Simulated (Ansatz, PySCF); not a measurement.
This Ansatz (a quantum-chemistry and plane-wave program) input computes a B3LYP/def2-TZVPD energy:

Ansatz 0.2 input:
```yaml
crystal:
  periodic: [false, false, false]
  atoms:
    - {symbol: Ga, position_ang: [0.18369121, 0.52465110, 0.34536702]}
    - {symbol: Br, position_ang: [2.13371611, -0.48025914, -0.77141374]}
    - {symbol: Br, position_ang: [-0.83212075, -1.15491298, 1.83090783]}
    - {symbol: Br, position_ang: [-1.46429329, 1.17048115, -1.36539060]}
basis:
  gaussian:
    orbitals: def2-TZVPD
hamiltonian:
  xc: {name: B3LYP}
total_charge: -1
magnetization: {spin_polarized: true, initial_magnetization: 1}
output: {forces: true}
```

Problem. Write an input for the same energy in PySCF and say what it gives.

Solution. 
```python
from pyscf import gto, scf, dft

mol = gto.M(
    atom='''
    Ga    0.18369121    0.52465110    0.34536702
    Br    2.13371611   -0.48025914   -0.77141374
    Br   -0.83212075   -1.15491298    1.83090783
    Br   -1.46429329    1.17048115   -1.36539060
    ''',
    basis='def2-tzvpd',
    charge=-1,
    spin=1,
    verbose=4,
)

mf = dft.UKS(mol, xc='b3lyp').density_fit(auxbasis='def2-universal-jkfit')
mf.grids.level = 3
mf.conv_tol = 1e-9
mf.max_cycle = 100
mf.max_memory = 1500
mf.kernel()
if not mf.converged:
    mf = mf.newton()
    mf.kernel(mf.make_rdm1())
for _ in range(2):
    mo, _, stable, _ = mf.stability(return_status=True)
    if stable:
        break
    mf.kernel(mf.make_rdm1(mo, mf.mo_occ))
mf.analyze()
```
It gives -9647.70882 Eh, and Ansatz -9647.70877 Eh, a difference of 0.05 mEh, from the treatment of integrals and grids.
